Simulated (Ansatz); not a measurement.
One change: `OB1CC1` becomes `BrB1CC1`.

Ansatz, PBE0-D4/def2-TZVP geometries, multiplicity 1. Each molecule was computed in one conformer, which needn't be the lowest.

Scalar relativity is left out up to krypton.

```csv
property,`OB1CC1`
HOMO energy (PBE/def2-TZVPP) / eV,-5.70
LUMO energy (PBE/def2-TZVPP) / eV,-0.87
LUMO energy (ωB97M-V/def2-TZVPP) / eV,1.96
LUMO energy (PBE0/def2-TZVPP) / eV,0.17
HOMO–LUMO gap (PBE0/def2-TZVPP) / eV,7.21
HOMO energy (PBE0/def2-TZVPP) / eV,-7.04
```

(1) What does the change do to each property? (Best estimate.)

Results:

(1) Ansatz gave: 
| property | `BrB1CC1` | shift |
| --- | --- | --- |
| HOMO energy (PBE/def2-TZVPP) / eV | -5.94 | -0.24 |
| LUMO energy (PBE/def2-TZVPP) / eV | -2.27 | -1.40 |
| LUMO energy (ωB97M-V/def2-TZVPP) / eV | 0.75 | -1.21 |
| LUMO energy (PBE0/def2-TZVPP) / eV | -1.31 | -1.48 |
| HOMO–LUMO gap (PBE0/def2-TZVPP) / eV | 5.90 | -1.31 |
| HOMO energy (PBE0/def2-TZVPP) / eV | -7.20 | -0.16 |

With PBE0 the HOMO falls by 0.16 eV and the LUMO falls by 1.48 eV, so the gap narrows by about 1.32 eV. PBE moves the HOMO by -0.24 eV and ωB97M-V by -0.09 eV. The zero-point energy changes by -38.4 kJ/mol with -3 modes.

Spin–orbit coupling is left out; it splits and shifts lone-pair levels of the heavy atoms by tenths of an eV.
